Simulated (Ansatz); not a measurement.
Tuning the range parameter of LC-ωPBE so that −HOMO meets the ionisation energy; basis def2-TZVP, Ansatz. System: Si(GeH3)2H2 (SiGe₂H₈). Total charge 0; singlet. Geometry: PBE0-D4/def2-SVP. The ionised state is a doublet.

Geometry of the singlet:

```xyz
11

Si   -0.543    0.744   -0.358
Ge   -1.401   -1.416    0.170
H    -0.532   -2.508   -0.483
H    -2.847   -1.578   -0.334
H    -1.387   -1.633    1.695
Ge    1.794    0.879    0.090
H     2.559   -0.107   -0.813
H     2.079    0.513    1.559
H     2.329    2.299   -0.173
H    -1.267    1.773    0.453
H    -0.782    1.034   -1.806
```

```
ω (1/bohr)  HOMO (eV)  LUMO (eV)  vertical IE (eV)  HOMO + IE (eV)
       0.1      -8.32       0.42              9.57            1.25
      0.15      -8.87       0.91              9.63            0.76
       0.2      -9.32       1.27              9.70            0.38
       0.3      -9.99       1.73              9.85           -0.14
       0.4     -10.44       1.96              9.98           -0.46
```

Where does the tuning condition hold?

Near ω = 0.27 bohr⁻¹, by linear interpolation.
